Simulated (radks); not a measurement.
These are the eigenvalues of the occupied orbitals of an atom or ion with whole-number occupations (hartree). Calculated with a radial shooting solver on a logarithmic mesh with Libxc functionals: non-relativistic Kohn-Sham, LB94 model potential, spin-polarised, spherical densities, point nucleus.

| orbital | eigenvalue |
|---|---|
| 1s down | -219.2068 |
| 1s up | -219.2060 |
| 2s down | -27.39829 |
| 2s up | -27.38291 |
| 2p down | -23.77479 |
| 2p up | -23.76239 |
| 3s up | -5.18539 |
| 3s down | -5.11600 |
| 3p up | -4.16748 |
| 3p down | -4.10201 |
| 3d up | -2.53894 |

Which element is it, and in what charge state? The configuration may be excited. Open shells, if any, are filled with parallel spins first.

Answer. Z = 24, chromium, charge +4: Cr4+ in [Ar] 3d2. The list shows which subshells hold electrons but not how many an open one holds; the 1s level, -219.21 hartree, gives Z - s = 20.9 by -(Z - s)^2/2, which with screening narrows Z to a few neighbours, and the depths of the outer levels then fix element, charge and occupations together.
